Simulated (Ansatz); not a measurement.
The pair A = boric acid (SMILES OB(O)O) (first 7 atoms), B = HF (SMILES F); geometry from B3LYP-D3(BJ)/def2-TZVP.
(charge 0, multiplicity 1):
```xyz
9

O     -0.0277    -0.5708     1.5599
B      0.2839    -0.2498     0.2582
O      0.7011    -1.2712    -0.5562
O      0.1406     1.0624    -0.0763
H      0.0853    -1.5052     1.7603
H      0.9171    -1.0406    -1.4628
H      0.3537     1.3029    -0.9803
F     -0.8783     0.8638     3.6154
H     -0.5747     0.4125     2.8464
```

Frozen-core correlation. MP2 and its Hartree–Fock in aug-cc-pVTZ are density fitted.

The values were computed with Ansatz (Gaussian basis) for Hartree–Fock, density functionals and correlated methods. 

The counterpoise-corrected interaction energy is E(AB) − E(A in the pair's basis) − E(B in the pair's basis). Total energies (hartree):

```tsv
level	AB	A in the pair's basis	B in the pair's basis
HF/aug-cc-pVDZ	-351.2732028	-251.2292908	-100.0320164
MP2/aug-cc-pVDZ	-352.1805192	-251.9116878	-100.2563626
HF/aug-cc-pVTZ	-351.3691569	-251.2974388	-100.0594248
MP2/aug-cc-pVTZ	-352.4867730	-252.1323575	-100.3409149
CCSD(T)/aug-cc-pVDZ	-352.2234369	-251.9467344	-100.2643085
```

### Question
Work out the counterpoise-corrected interaction energy at the basis-set limit: extrapolate the MP2 correlation part as X⁻³, take Hartree–Fock from the larger set, and add the CCSD(T) − MP2 difference of aug-cc-pVDZ.

### Answer

1. Differences (1 hartree = 627.509 kcal/mol): HF/aug-cc-pVDZ -7.465; MP2/aug-cc-pVDZ -7.824; HF/aug-cc-pVTZ -7.714; MP2/aug-cc-pVTZ -8.472; CCSD(T)/aug-cc-pVDZ -7.777.
2. Correlation parts, MP2 less HF: -0.360 in aug-cc-pVDZ (X = 2), -0.758 in aug-cc-pVTZ (X = 3).
3. Limit (3³·(-0.758) − 2³·(-0.360))/(3³ − 2³) = -0.925; with HF/aug-cc-pVTZ it gives -8.639.
4. CCSD(T) less MP2 in aug-cc-pVDZ: 0.047.
Result: -8.59 kcal/mol, against -7.82 at MP2/aug-cc-pVDZ. It is an estimate of this method's limit, not of the exact value.

Ansatz is an electronic-structure program.
